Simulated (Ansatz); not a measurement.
System: HI, charge 0, singlet. HI (SMILES I).
B3LYP-D3(BJ)/def2-TZVP minimum from Ansatz (a program for electronic structure):
```
I
H 1 1.6155
```
Charge 0, spin multiplicity 1.

Total energies in def2-QZVPP, 8 correlated electrons, 9 frozen orbitals. UHF or UKS for unpaired electrons; spin-orbit terms are left out. Cores are frozen in correlated methods (noble-gas shells, and filled d and f shells in the p block). Past Kr the def2 sets carry scalar-relativistic core potentials. Spin-orbit terms, left out, reach several kcal/mol for Br and I, and more for heavier atoms.

| method | program | energy (Eh) | minus CCSDT(Q) (mEh) |
|---|---|---|---|
| HF | Ansatz | -297.24396 | 196.37 |
| MP2 | Ansatz | -297.41339 | 26.93 |
| CCSD | Ansatz | -297.43196 | 8.36 |
| CCSD(T) | Ansatz | -297.43943 | 0.90 |
| CCSDT(Q) | Ansatz | -297.44032 | 0.00 |

Rough core times of Ansatz's runs on a shared machine: CCSD(T) under 20 s, CCSDT(Q) 2 min.
